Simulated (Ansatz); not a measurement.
`PP` + `[SiH3][O][SbH2]` → `P[O][SbH2]` + `[SiH3]P` at 400 K and 1 bar (redistribution).

Calculated with Ansatz (gas phase, PBE0-D4/def2-TZVP geometries, no zero-point term in ΔE). CCSD(T)/CBS is the MP2 limit (def2-TZVPP, def2-QZVPP) plus CCSD(T) − MP2 in def2-TZVPP, frozen cores. This one scheme is used for every species. def2 core potentials past Kr. For Sb outer-core shells are correlated without core-valence functions, which leaves a few kJ/mol of doubt a bond. One conformer a species, not always the lowest.

```
          species  CCSD(T)/CBS energy (Eh)  H − E (kJ/mol)  S (J/(mol·K))
             `PP`               -684.26248           112.6          293.5
`[SiH3][O][SbH2]`               -607.29789           140.3          382.1
     `P[O][SbH2]`               -658.51611           118.9          363.7
        `[SiH3]P`               -633.00997           132.7          302.6
```

H − E and S are ideal-gas, rigid-rotor, harmonic terms from PBE0-D4/def2-TZVP, for one conformer and one mirror image of each species. 1 Eh = 2625.50 kJ/mol, R = 8.31446 J/(mol·K).

**Question.** By hand: ΔE, ΔH, ΔS and ΔG.

**Answer.** ΔE = (-658.51611) + (-633.00997) − (-684.26248) − (-607.29789) = 0.03429 Eh = 90.0 kJ/mol. Δ(H − E) = 118.9 + 132.7 − 112.6 − 140.3 = -1.3, so ΔH = 88.7 kJ/mol. ΔS = 363.7 + 302.6 − 293.5 − 382.1 = -9.3 J/(mol·K). ΔG = 88.7 − 400 × (-9.3)/1000 = 92.4 kJ/mol.

**Question.** By hand: the equilibrium constant, and the temperature at which ΔG would vanish if ΔH and ΔS stayed fixed.

**Answer.** log₁₀ K = −ΔG/(RT ln 10) = -12.1. ΔH and −TΔS have one sign here, so there is no such temperature.

The number of gas molecules stays the same, so ΔS is small and ΔH decides. A doubt of 5 kJ/mol in ΔE shifts log₁₀ K by 0.7 here. Other conformers and mirror images would add mixing entropy, several J/(mol·K) or more a flexible species. Modes under 60 cm⁻¹, often nearly free rotors, make the harmonic entropy too high. These are equilibria of isolated gas molecules and say nothing of rates. Largest T1 diagnostic: 0.015 (customary marks: 0.02 for closed shells, 0.045 for open ones).

ΔS is within the doubt of such terms, so its sign, and with it that verdict, could turn.
